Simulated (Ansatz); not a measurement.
Steps of a relaxation of C₂H₆B₂O, SMILES `BBC(C)=O` with RKS PBE0-D4/def2-TZVP.

```sh
$ ansatz run in.yaml --threads 2 --pin off --events-out ev --progress --plain --max-ram 4352MiB
```

```yaml
crystal:
  periodic: [false, false, false]
  atoms:
    - {symbol: B, position_ang: [-0.338095, 2.113057, -0.250360]}
    - {symbol: B, position_ang: [0.581127, 0.871731, 0.327154]}
    - {symbol: C, position_ang: [0.039991, -0.583570, 0.511672]}
    - {symbol: C, position_ang: [-0.041651, -1.821474, -0.321631]}
    - {symbol: O, position_ang: [-0.380164, -0.486852, 1.672542]}
    - {symbol: H, position_ang: [-1.282358, 2.596669, 0.349097]}
    - {symbol: H, position_ang: [-0.085510, 2.590215, -1.347243]}
    - {symbol: H, position_ang: [1.721848, 1.033739, 0.732971]}
    - {symbol: H, position_ang: [-0.537712, -2.640823, 0.233799]}
    - {symbol: H, position_ang: [0.980666, -2.128768, -0.627466]}
    - {symbol: H, position_ang: [-0.592643, -1.601024, -1.260034]}
basis:
  gaussian: {orbitals: def2-TZVP}
hamiltonian: {xc: pbe0, dispersion: d4}
relax: {f_tol: 0.005, max_steps: 150}
```

Positions (Å) and forces (eV/Å) along the path, 11 of 12 steps:

```xyz
11
step=1 energy=-5564.8721 eV
B    -0.338    2.113   -0.250   -0.201    0.241   -0.121
B     0.581    0.872    0.327    0.289   -0.090    0.068
C     0.040   -0.584    0.512   -0.323    0.157    0.912
C    -0.042   -1.821   -0.322    0.004   -0.155   -0.103
O    -0.380   -0.487    1.673    0.382   -0.193   -1.179
H    -1.282    2.597    0.349    0.404   -0.176   -0.217
H    -0.086    2.590   -1.347   -0.110   -0.205    0.408
H     1.722    1.034    0.733   -0.456   -0.055   -0.134
H    -0.538   -2.641    0.234    0.247    0.405   -0.276
H     0.981   -2.129   -0.627   -0.469    0.155    0.177
H    -0.593   -1.601   -1.260    0.234   -0.084    0.464
11
step=2 energy=-5564.9156 eV
B    -0.337    2.104   -0.251   -0.028    0.080   -0.040
B     0.580    0.866    0.321    0.076    0.001    0.007
C     0.036   -0.581    0.507   -0.079    0.046    0.287
C    -0.038   -1.813   -0.321    0.016   -0.035   -0.063
O    -0.388   -0.491    1.653    0.065   -0.080   -0.282
H    -1.247    2.602    0.359    0.123   -0.061   -0.065
H    -0.104    2.559   -1.345   -0.044   -0.064    0.117
H     1.700    1.029    0.737   -0.132   -0.016   -0.059
H    -0.527   -2.625    0.228    0.068    0.117   -0.072
H     0.976   -2.112   -0.619   -0.138    0.043    0.044
H    -0.586   -1.595   -1.248    0.070   -0.031    0.127
11
step=3 energy=-5564.9203 eV
B    -0.332    2.101   -0.250   -0.022   -0.051   -0.019
B     0.577    0.864    0.326    0.049    0.015   -0.090
C     0.033   -0.580    0.513   -0.055    0.070    0.024
C    -0.035   -1.805   -0.322    0.030    0.004   -0.009
O    -0.402   -0.498    1.652   -0.025   -0.060    0.056
H    -1.226    2.605    0.363    0.005    0.028    0.020
H    -0.120    2.534   -1.350    0.006    0.002    0.004
H     1.695    1.024    0.728    0.014    0.006    0.025
H    -0.522   -2.617    0.220   -0.007   -0.014    0.008
H     0.976   -2.100   -0.615    0.015   -0.006   -0.008
H    -0.579   -1.586   -1.245   -0.008    0.006   -0.011
11
step=5 energy=-5564.9255 eV
B    -0.331    2.084   -0.261    0.056    0.031    0.015
B     0.578    0.857    0.329   -0.019    0.088   -0.033
C     0.016   -0.579    0.539   -0.009   -0.043    0.182
C    -0.029   -1.787   -0.324   -0.032   -0.021   -0.018
O    -0.430   -0.535    1.676   -0.005   -0.036   -0.075
H    -1.174    2.646    0.375   -0.018   -0.012    0.007
H    -0.160    2.468   -1.385   -0.003    0.002   -0.028
H     1.693    1.020    0.739    0.016    0.003   -0.022
H    -0.507   -2.616    0.199    0.001   -0.008   -0.005
H     0.986   -2.062   -0.622    0.018    0.002   -0.004
H    -0.576   -1.554   -1.242   -0.004   -0.008   -0.019
11
step=6 energy=-5564.9276 eV
B    -0.319    2.081   -0.267   -0.098   -0.010   -0.072
B     0.576    0.853    0.337    0.056    0.085    0.005
C     0.002   -0.581    0.576   -0.173   -0.043    0.278
C    -0.024   -1.768   -0.324   -0.009   -0.039   -0.007
O    -0.468   -0.578    1.705    0.122   -0.015   -0.259
H    -1.137    2.676    0.381    0.079   -0.020   -0.048
H    -0.197    2.404   -1.422    0.011    0.008    0.109
H     1.701    1.014    0.726   -0.013   -0.008   -0.015
H    -0.497   -2.618    0.172    0.028    0.045   -0.024
H     0.997   -2.024   -0.624   -0.016    0.003    0.008
H    -0.569   -1.516   -1.241    0.013   -0.006    0.025
11
step=7 energy=-5564.9288 eV
B    -0.327    2.074   -0.273    0.040    0.112   -0.016
B     0.567    0.850    0.338   -0.005   -0.003   -0.061
C    -0.006   -0.584    0.587   -0.122   -0.027    0.163
C    -0.022   -1.766   -0.322    0.002   -0.019    0.013
O    -0.479   -0.594    1.712    0.081   -0.006   -0.141
H    -1.118    2.693    0.383    0.014   -0.039   -0.049
H    -0.193    2.407   -1.423   -0.031   -0.041    0.084
H     1.696    1.011    0.710    0.006    0.013    0.019
H    -0.485   -2.623    0.168    0.006    0.009   -0.002
H     1.001   -2.011   -0.623    0.019   -0.007   -0.003
H    -0.567   -1.515   -1.236   -0.009    0.007   -0.008
11
step=8 energy=-5564.9297 eV
B    -0.324    2.080   -0.271    0.005    0.041   -0.008
B     0.567    0.851    0.335   -0.008    0.019   -0.036
C    -0.007   -0.585    0.583   -0.054   -0.013    0.099
C    -0.023   -1.769   -0.322   -0.003   -0.009    0.004
O    -0.474   -0.591    1.709    0.037   -0.008   -0.075
H    -1.124    2.690    0.379    0.012   -0.016   -0.017
H    -0.190    2.415   -1.418   -0.007   -0.015    0.033
H     1.695    1.011    0.713    0.009    0.002    0.010
H    -0.484   -2.625    0.172    0.001   -0.001    0.001
H     1.000   -2.014   -0.624    0.013   -0.003   -0.003
H    -0.570   -1.521   -1.236   -0.006    0.003   -0.008
11
step=9 energy=-5564.9301 eV
B    -0.321    2.083   -0.272   -0.007    0.004   -0.003
B     0.564    0.850    0.333   -0.014    0.013   -0.002
C    -0.012   -0.586    0.587   -0.009   -0.004    0.034
C    -0.022   -1.768   -0.321   -0.002   -0.001    0.002
O    -0.477   -0.599    1.713    0.010   -0.001   -0.027
H    -1.118    2.697    0.378    0.010   -0.005   -0.005
H    -0.192    2.411   -1.420    0.001    0.000    0.006
H     1.692    1.009    0.712    0.008   -0.002    0.001
H    -0.479   -2.628    0.170    0.000   -0.002    0.001
H     1.002   -2.007   -0.625    0.005   -0.001   -0.001
H    -0.572   -1.520   -1.234   -0.003    0.001   -0.005
11
step=10 energy=-5564.9301 eV
B    -0.321    2.084   -0.273   -0.003   -0.003    0.002
B     0.562    0.850    0.333   -0.010   -0.002   -0.001
C    -0.014   -0.587    0.590    0.004    0.004   -0.005
C    -0.021   -1.767   -0.321    0.002    0.002    0.002
O    -0.479   -0.604    1.716   -0.002    0.000    0.006
H    -1.113    2.702    0.377    0.002    0.001    0.000
H    -0.193    2.410   -1.421    0.001    0.001   -0.002
H     1.691    1.007    0.710    0.006    0.000    0.002
H    -0.475   -2.629    0.169   -0.001   -0.003    0.002
H     1.003   -2.003   -0.625    0.002   -0.001   -0.001
H    -0.573   -1.520   -1.233   -0.002    0.001   -0.004
11
step=11 energy=-5564.9301 eV
B    -0.321    2.084   -0.273    0.001    0.000    0.001
B     0.561    0.849    0.333   -0.006   -0.003    0.001
C    -0.015   -0.587    0.591    0.006    0.000   -0.004
C    -0.021   -1.767   -0.321    0.000    0.001    0.001
O    -0.480   -0.605    1.717   -0.002    0.001    0.003
H    -1.111    2.704    0.377    0.001    0.000    0.000
H    -0.193    2.409   -1.422    0.000    0.000    0.000
H     1.690    1.007    0.709    0.002    0.000    0.000
H    -0.474   -2.630    0.169    0.000   -0.001    0.000
H     1.003   -2.001   -0.626    0.000    0.001    0.000
H    -0.573   -1.519   -1.233   -0.001    0.000   -0.001
11
step=12 energy=-5564.9301 eV
B    -0.321    2.084   -0.273    0.000    0.001    0.000
B     0.560    0.849    0.333    0.001   -0.003    0.001
C    -0.015   -0.587    0.591   -0.002    0.000   -0.004
C    -0.021   -1.767   -0.321    0.001    0.000    0.001
O    -0.481   -0.606    1.717    0.000    0.000    0.002
H    -1.110    2.706    0.378    0.000    0.000    0.000
H    -0.193    2.409   -1.422    0.000    0.000    0.000
H     1.689    1.007    0.709   -0.001    0.001    0.000
H    -0.473   -2.631    0.169    0.001    0.001    0.000
H     1.004   -2.001   -0.626   -0.001    0.000    0.000
H    -0.573   -1.520   -1.233    0.000    0.000    0.001
```

Hardware: 2 threads of an Arm Neoverse V1 on a shared host. Wall time 57 s, peak host memory 0.43 GiB.
